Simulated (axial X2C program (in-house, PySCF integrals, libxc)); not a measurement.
## SeCl⁺: properties at the nuclei

Calculated with an in-house all-electron X2C program for linear molecules (integrals from PySCF): two-component X2C with atomic mean-field Coulomb and Gaunt terms, Gaussian nuclei, basis Se dyall-cv3z, Cl dyall-av3z with contracted cores.

R = 2.036 Å (near the PBE0 minimum at charge 1 of the determinant lowest at the starting distance; the state shown can have its own minimum elsewhere).

Determinant lowest in the PBE0 search, Ω = 1 (⟨Sz⟩ = 1.00, ⟨Lz⟩ = 0.00 at PBE0), spin on the atoms Se 0.84, Cl 0.16:

```tsv
level	Eeff magnitude (GV/cm)	Ws magnitude Se (kHz)	A∥/gI Se (MHz)	qzz Se (a.u.)	A∥/gI Cl (MHz)	qzz Cl (a.u.)
PBE0	0.152	0.0868	-602	2.79	-72.5	3.27
HF	0.874	0.398	-452	1.75	-13.3	4.06
r2SCAN	0.396	0.2	-561	2.99	-56.8	3.15
TPSSh	0.149	0.0883	-587	3.02	-66.5	3.16
PBE50	0.33	0.165	-562	2.46	-52.2	3.54
```

Determinant 0.63 eV from it at PBE0 and this distance, Ω = 0 (closed shell), highest spinor 65% Se p, 26% Cl p, 5% Cl d:

```tsv
level	qzz Se (a.u.)	qzz Cl (a.u.)
PBE0	3.40	2.96
HF	2.29	3.68
r2SCAN	3.80	2.75
TPSSh	3.66	2.83
PBE50	3.05	3.20
```

Eeff is the effective electric field on the electron electric dipole moment in this Ω state and Ws the scalar–pseudoscalar constant of the nucleus named (defined with the proton number Z and per Ω); A∥ (defined per Ω) follows by multiplying with gI = μI/(I μN); qzz is the electric field gradient, eQq0 = 234.96 MHz × Q/barn × qzz. The operators were transformed with the bare-nucleus X2C matrices; with these basis sets, hyperfine constants and field gradients can be off by tens of per cent, and where levels differ in sign neither size nor sign is settled.

(1) With gI(77Se) = 1.0701, Q(35Cl) = -0.08112 barn (g factors from the IAEA table of nuclear moments by Stone; Q from Pyykkö, Mol. Phys. 2018), turn the PBE0 values of the first state into constants in MHz.

Each state is one determinant with collinear spin, which with several unpaired electrons need not be a pure state. Unrestricted Hartree–Fock can overshoot spin polarisation at the nuclei. A closed determinant beside an open π² or δ² triplet, such as (π1/2)², mixes with its partner pair into the 0⁺ component of the triplet and ¹Σ⁺, so its energy is not that of a level, and 0⁺ can lie lowest. With several open shells hyperfine constants can be off by a factor of several. Where Eeff spreads by more than a factor of two the levels disagree and none is to be relied on. Open-shell Ω = 0 determinants with evenly filled partner blocks cannot be reached by this program, so the Ω shown need not be the lowest component. The search compared states at one distance, so a state with another bond length can lie lower. Further determinants of the search, some of them spin-mixed, are not shown. Where a field gradient or hyperfine factor spreads by more than a factor of two over the levels, a constant derived from it is not to be relied on. PBE0 term energies can be off by some tenths of an eV.

Answers

(1) A∥(77Se) = -602 × 1.0701 = -644 MHz; eQq0(35Cl) = 234.96 × (-0.08112) × (3.27) = -62.3 MHz.
